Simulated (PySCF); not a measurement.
**ECD: `C[C@H](C#[N+][SiH3])[C@@H](C)F`, [C5H11FNSi]+, charge +1**

Geometry:
```csv
atom,x (Å),y (Å),z (Å)
C1,-0.918,-1.894,-0.281
C2,-0.344,-0.565,-0.795
C3,0.849,-0.218,-0.126
N4,1.800,0.109,0.434
Si5,3.292,0.746,1.244
C6,-1.347,0.630,-0.669
C7,-1.812,0.908,0.746
F8,-0.703,1.734,-1.174
H9,-1.868,-2.084,-0.773
H10,-0.242,-2.713,-0.512
H11,-1.078,-1.866,0.793
H12,-0.089,-0.660,-1.861
H13,4.283,0.429,0.228
H14,2.901,2.139,1.401
H15,3.273,-0.088,2.437
H16,-2.196,0.436,-1.336
H17,-2.394,1.827,0.745
H18,-2.447,0.104,1.104
H19,-0.968,1.037,1.420
```

Total charge +1.

The calculation used PySCF, TDDFT B3LYP/def2-SVPD circular dichroism and optical rotation, one conformer, gas phase. Geometry: GFN2-xTB.

The molecule is flexible and this is one conformer; a measurement averages over conformers. Singlets 14 and 15 lie within 0.01 eV of each other, so their separate moments and overlaps can depend on how they mix.

Problem. Assign R or S to each stereocentre.

Solution. C2 R, C6 R.

Problem. List the lowest 16 singlet excitations with oscillator and rotatory strengths.

Solution. Rotatory strengths R in 10⁻⁴⁰ esu² cm², velocity form and length form (origin at the centre of mass); f in length form.
```csv
state,E (eV),λ (nm),f,R (velocity),R (length),main
1,6.42,193,0.0003,0.0,-0.2,HOMO→LUMO+1 0.92
2,6.47,192,0.020,+14.0,+14.4,"HOMO→LUMO 0.54, HOMO−1→LUMO 0.37"
3,6.52,190,0.050,-14.6,-14.7,"HOMO−1→LUMO 0.58, HOMO→LUMO 0.35"
4,6.70,185,0.019,-1.2,-1.4,HOMO−1→LUMO+1 0.93
5,7.00,177,0.003,-1.6,-1.5,HOMO−2→LUMO 0.91
6,7.28,170,0.027,+12.6,+12.6,"HOMO−2→LUMO+1 0.47, HOMO−3→LUMO 0.46"
7,7.40,167,0.005,-4.8,-4.8,HOMO−3→LUMO+1 0.91
8,7.81,159,0.036,-36.0,-35.7,"HOMO−4→LUMO 0.73, HOMO−5→LUMO 0.14"
9,7.88,157,0.031,-1.3,-1.1,"HOMO−5→LUMO 0.73, HOMO−4→LUMO 0.10"
10,7.94,156,0.291,+16.0,+16.4,"HOMO−3→LUMO 0.25, HOMO−2→LUMO+1 0.24"
11,7.98,155,0.030,+3.8,+4.0,"HOMO−4→LUMO+1 0.63, HOMO→LUMO+2 0.17"
12,7.99,155,0.005,+1.2,+1.0,"HOMO→LUMO+2 0.73, HOMO−4→LUMO+1 0.16"
13,8.04,154,0.052,+2.0,+2.0,"HOMO−6→LUMO 0.58, HOMO−5→LUMO+1 0.19"
14,8.14,152,0.086,+11.6,+11.5,"HOMO−5→LUMO+1 0.34, HOMO−1→LUMO+2 0.31"
15,8.15,152,0.008,-6.5,-6.3,"HOMO−1→LUMO+2 0.64, HOMO−6→LUMO 0.15"
16,8.22,151,0.014,-6.0,-5.9,HOMO−6→LUMO+1 0.89
```

Among the states computed, the strongest CD band (largest |R|) is state 8. The largest dissymmetry factor in size, g = 4R/(D+G), with D and G the electric and magnetic dipole strengths, is -0.012 for state 8 (velocity form, f = 0.036), among bands with |R| over 0.5. The mirror image has the same energies and oscillator strengths and all R with the opposite sign.
